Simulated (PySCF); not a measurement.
BH₄Si, CH₄Al₂B (calculated)

Calculation on a computer-drawn molecule: the log of a Hartree-Fock and frozen-core CCSD(T) single point meant for a local Hartree-Fock minimum, with one planted fault or none, to be diagnosed. Offsets are logged minus clean, where the clean run is the same molecule without the fault. The reference is restricted for singlets and unrestricted otherwise, and also for a bond in bohr or an excited solution. Adding or removing an electron swaps singlet and doublet. The excited solution moves the top pair (singlet) or top alpha electron (doublet) to the lowest empty orbital. Highest occupied and lowest empty are orbital energies over both spins, largest force is the largest gradient component, triples share is (T) over the correlation energy, the T1 limit is 0.02 restricted and 0.045 unrestricted, electrons count all cores, a negative frequency is imaginary (commonest isotopes), and the dipole is about the centre of nuclear charge. Program: PySCF 2.14.0.

Common to all runs: meant basis cc-pV(D+d)Z; logged SCF converged yes; possible faults no fault, one electron removed, one electron added, multiplicity raised by two, geometry at a saddle point, SCF held on an excited solution, minimal basis STO-3G, one bond length entered in bohr, all coordinates scaled.

(1) BH₄Si

Logged structure:
```xyz
6
BH4Si
B      0.4462     1.5611    -0.7666
Si    -0.5326     1.3831    -2.4426
H      1.0906     2.5478    -0.5507
H      0.4040     0.6841     0.0484
H     -0.5437     2.4050    -3.5076
H     -1.3536     0.2101    -2.8014
```

- meant charge: 0
- meant multiplicity: 2
- logged electrons: 23
- logged basis functions: 57
- logged spin squared: 3.7671
- logged highest occupied: -5.9998 eV
- logged lowest empty: -2.2655 eV
- logged largest force: 0.092901 hartree/bohr
- logged T1 diagnostic: 0.020531
- logged D1 diagnostic: 0.087031
- logged triples share: 0.025398
- logged CC converged: yes
- logged dipole magnitude: 1.645 debye
- logged SCF stable within its kind: yes
- logged energy HF: -315.69697 hartree
- logged energy CCSD(T): -315.90899 hartree
- planted fault: multiplicity raised by two
- HF energy offset from clean run: 115.4 kcal/mol
- CCSD(T) energy offset from clean run: 120.7 kcal/mol

Drawn bonds:
```tsv
atom	other atom	order
1	2	1
1	3	1
1	4	1
2	5	1
2	6	1
```

(2) CH₄Al₂B

Logged structure:
```xyz
8
CH4Al2B
Al     1.6481     0.5335     1.0059
C      0.4665    -0.8528     1.2155
B     -0.9137    -0.7594     0.9383
Al    -3.0389    -0.5789     0.4979
H      2.6442     1.7000     0.8300
H      0.8694    -1.8024     1.5781
H     -3.4714     0.8363    -0.0126
H     -3.8946    -1.8632     0.7346
```

- meant charge: 1
- meant multiplicity: 1
- logged electrons: 40
- logged basis functions: 94
- logged spin squared: 0
- logged highest occupied: -9.8403 eV
- logged lowest empty: -8.35 eV
- logged largest force: 0.15256 hartree/bohr
- logged CC converged: no
- logged dipole magnitude: 6.43 debye
- logged SCF stable within its kind: no
- logged energy HF: -548.06912 hartree
- planted fault: SCF held on an excited solution
- HF energy offset from clean run: 218.6 kcal/mol

Drawn bonds:
```tsv
atom	other atom	order
1	2	1
2	3	2
3	4	1
1	5	1
2	6	1
4	7	1
4	8	1
```

Notes: CCSD not converged.
